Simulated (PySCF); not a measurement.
A structure optimised at PBE-D3(BJ)/def2-SVP, used in a PySCF frequency run:

```xyz
7

O     -0.1663     2.0458     0.1745
Si    -0.5720     0.4589     0.3555
O     -2.0847     0.2298    -0.2780
F     -0.5842     0.0216     1.9249
Br     0.9905    -0.7666    -0.6157
H     -0.9194     2.6608     0.2362
H     -2.4747    -0.6541    -0.1607
```

Task: Write its SMILES and formula.

Result: O[Si](O)(F)Br, BrFH2O2Si

Task: What are its rotational constants (standard atomic weights)?

Result: 3.8774, 1.5030, 1.4829 GHz
